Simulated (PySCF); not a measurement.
Two-component Hartree-Fock for Ga(26+) (gallium, charge +26)

Start: [He] 2s2 2p1; 2p3/2 filled at m_j = +3/2. Calculated with PySCF 2.14 in an even-tempered Gaussian basis (17 s from 8.4 bohr⁻², ratio 2.4; 11 p from 11 bohr⁻², ratio 2.4; 5 d from 37 bohr⁻², ratio 2.6; 4 f from 55 bohr⁻², ratio 2.6): generalised Hartree-Fock with the X2C-1e Hamiltonian and a Gaussian nucleus; one run each with spin-orbit coupling (SO) screened by Boettger's factors, then bare. This is a chosen level, not necessarily the ground level.

```
spinor shell  electrons  ε, screened SO (eV)  ε, bare SO (eV)  weight of nominal j (bare SO)  rms radius, bare SO (bohr)
       1s1/2          2             -12198.6         -12198.7                          1.000                      0.0556
       2s1/2          2              -2745.2          -2745.2                          1.000                       0.219
       2p3/2          1              -2655.1          -2654.4                          1.000                       0.191
```

```json
{"quantity": "E (hartree)", "screened SO": "-1266.22448", "bare SO": "-1266.19776"}
{"quantity": "M_J", "screened SO": "3/2", "bare SO": "3/2"}
{"quantity": "⟨J²⟩", "screened SO": "3.750", "bare SO": "3.750"}
{"quantity": "⟨L²⟩", "screened SO": "2.000", "bare SO": "2.000"}
{"quantity": "⟨S²⟩", "screened SO": "0.750", "bare SO": "0.750"}
```

Each row is a mean over spinors that exchange with the open shell spreads, by up to 24.473 eV (2s1/2).
